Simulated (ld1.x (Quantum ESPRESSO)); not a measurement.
# What one change does to a pseudopotential (germanium, PAW)

ld1.x (Quantum ESPRESSO) 7.5 input, shortened:

```
&input
   title='Ge', zed=32., rel=1, dft='PBESOL', iswitch=3,
   config='[Ar] 3d10 4s2 4p2'
 /
 &inputp
   pseudotype=3, lpaw=.true., tm=.true., lloc=-1, rcloc=1.15,
   nlcc=.true., new_core_ps=.true., rcore=1.25,
   which_augfun='PSQ', rmatch_augfun_nc=.true.
 /
6
4S  1  0   2.00   0.00  1.45  1.70  0.0
4S  1  0   0.00   0.05  1.45  1.70  0.0
4P  2  1   2.00   0.00  1.70  1.90  0.0
4P  2  1   0.00   1.95  1.70  1.90  0.0
3D  3  2  10.00   0.00  1.35  1.45  0.0
3D  3  2   0.00   0.70  1.35  1.45  0.0
 &test
   configts(1)='3d10 4s2 4p2'
 /
```

All-electron outer shells of the reference configuration (PBEsol, scalar-relativistic, ld1.x):

```json
{"shell": "3s", "level (eV)": "-168.12", "outermost node (bohr)": "0.26", "outermost maximum (bohr)": "0.54"}
{"shell": "3p", "level (eV)": "-115.43", "outermost node (bohr)": "0.23", "outermost maximum (bohr)": "0.54"}
{"shell": "3d", "level (eV)": "-29.31", "outermost node (bohr)": "–", "outermost maximum (bohr)": "0.50"}
{"shell": "4s", "level (eV)": "-11.74", "outermost node (bohr)": "0.77", "outermost maximum (bohr)": "1.75"}
{"shell": "4p", "level (eV)": "-3.90", "outermost node (bohr)": "0.82", "outermost maximum (bohr)": "2.22"}
```

Change: local potential all-electron potential smoothed inside 1.50 bohr (lloc = -1).

Cutoffs: the cutoffs (Ry, on a coarse ladder) from which the occupation-weighted sum of valence levels, in a spherical-Bessel basis at the reference potential, stays within 10 and 1 mRy of its value at 400 Ry; they do not see the model core or the augmentation charge, which bear on the density cutoff. Errors are all-electron minus pseudo energies relative to the spin-unpolarised reference configuration.

Question: Predict the effect on cutoff, ghosts and configuration errors.

Answer: The potential gets neither clearly harder nor softer (55 Ry and 100 Ry → 55 Ry and 100 Ry); the bound ghost in s disappears; the errors of the 6 common tests hardly move. A state that the projectors do not describe sees the local part alone, so a deeper or shallower local part can create or remove a ghost.

| quantity | base | changed |
| --- | --- | --- |
| cutoff, loose | 55 Ry | 55 Ry |
| cutoff, tight | 100 Ry | 100 Ry |
| bound ghosts | s | none |
| tests counted (converged, no solver errors) | 6 of 7 | 6 of 7 |
| error for 3d10 4s2 4p1, meV [ΔE 7.45 eV] | -1.0 | -1.0 |
| error for 3d10 4s2 4p0, meV [ΔE 22.90 eV] | -3.8 | -3.5 |
| error for 3d10 4s1 4p0, meV [ΔE 57.69 eV] | -12 | -12 |
| error for 3d10 4s2 4p1.5, meV [ΔE 2.80 eV] | -0.4 | -0.4 |
| error for 3d10 4s1 4p3, meV [ΔE 7.98 eV] | -1.0 | -1.1 |
| error for 3d10 4s2 4p2.3, meV [ΔE -0.88 eV] | +0.1 | +0.1 |
| s: phases at 2.04 bohr within 0.05 rad from the reference energy up to (Ry; the scan ends near 5) | to the end of the scan | 4.8 |
| p: phases at 2.04 bohr within 0.05 rad from the reference energy up to (Ry; the scan ends near 5) | to the end of the scan | to the end of the scan |
| d: phases at 2.04 bohr within 0.05 rad from the reference energy up to (Ry; the scan ends near 5) | to the end of the scan | to the end of the scan |
| lowest overlap eigenvalue by channel | s 0.35, p 0.53, d 0.12 | s 0.40, p 0.59, d 0.11 |

Base: Tests not counted: 3d10 4s0 4p0 (solver errors, printed error -1713 eV). Changed file: Tests not counted: 3d10 4s0 4p0 (solver errors, printed error -1713 eV). A true bound ghost makes a file unfit for plane-wave use even where its test errors are small: the radial tests pick states by their node count and pass the ghost by. Where a test does run into it, the solver fails or the error is huge.
